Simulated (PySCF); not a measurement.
A structure optimised at PBE-D3(BJ)/def2-SVP, used in a PySCF frequency run:

```xyz
6

Mo     0.0344    -0.2736     0.0000
O      1.4413    -1.2027     0.0000
N     -1.3197    -1.3632     0.0000
H     -1.5919    -2.3567     0.0000
Cl    -0.0631     0.9709    -1.9106
Cl    -0.0631     0.9709     1.9106
```
Charge 0, spin multiplicity 1.

Task: Write its SMILES, formula and point group.

Result: [NH]=[Mo](=[O])([Cl])[Cl], Cl₂HMoNO, Cs

Task: What are its rotational constants (standard atomic weights)?

Result: 2.6693, 1.5836, 1.3031 GHz
